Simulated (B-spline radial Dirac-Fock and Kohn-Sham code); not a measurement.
## Two-hole binding energies of Gd²³⁺

System: Gd²³⁺, [Kr] 4d5.

Level of theory: multi-electron Dirac-Fock with separately optimised hole states, Breit and Lamb-shift corrections added in first order; a radial B-spline solver. U is the two-hole binding energy less the two single-hole energies, the effective repulsion of the holes after relaxation. Each two-hole energy is an average over J within one jj subconfiguration.

| holes | E(a) (eV) | E(b) (eV) | E(ab) (eV) | U (eV) |
| --- | --- | --- | --- | --- |
| 1s⁻¹ 2p3/2⁻¹ | 50955.0 | 7962.4 | 59233.0 | 315.6 |
| 1s⁻¹ 3p1/2⁻¹ | 50955.0 | 2396.4 | 53480.0 | 128.6 |
| 1s⁻¹ 3p3/2⁻¹ | 50955.0 | 2251.0 | 53324.5 | 118.5 |
| 1s⁻¹ 3d3/2⁻¹ | 50955.0 | 1922.0 | 52991.8 | 114.8 |
| 2s⁻² | 9100.6 | 9100.6 | 18415.1 | 214.0 |
| 2s⁻¹ 2p1/2⁻¹ | 9100.6 | 8650.2 | 17955.0 | 204.3 |
| 2s⁻¹ 3d3/2⁻¹ | 9100.6 | 1922.0 | 11135.4 | 112.8 |
| 2s⁻¹ 3d5/2⁻¹ | 9100.6 | 1891.2 | 11102.5 | 110.8 |
| 2p1/2⁻¹ 3d3/2⁻¹ | 8650.2 | 1922.0 | 10683.5 | 111.3 |
| 2p3/2⁻¹ 3s⁻¹ | 7962.4 | 2589.7 | ? | ? |
| 2p1/2⁻¹ 3d5/2⁻¹ | 8650.2 | 1891.2 | 10654.6 | 113.3 |
| 2p3/2⁻¹ 3p1/2⁻¹ | 7962.4 | 2396.4 | 10469.1 | 110.4 |
| 3p1/2⁻¹ 3p3/2⁻¹ | 2396.4 | 2251.0 | 4729.2 | 81.8 |
| 3d3/2⁻¹ 3d5/2⁻¹ | 1922.0 | 1891.2 | 3905.3 | 92.1 |

Task: Give the missing two-hole energy and U.

Result: E(ab) = 10656.1 eV and U = 103.9 eV.

Values without a named source are computed, but for edge energies of neutral atoms, which are taken from tables.
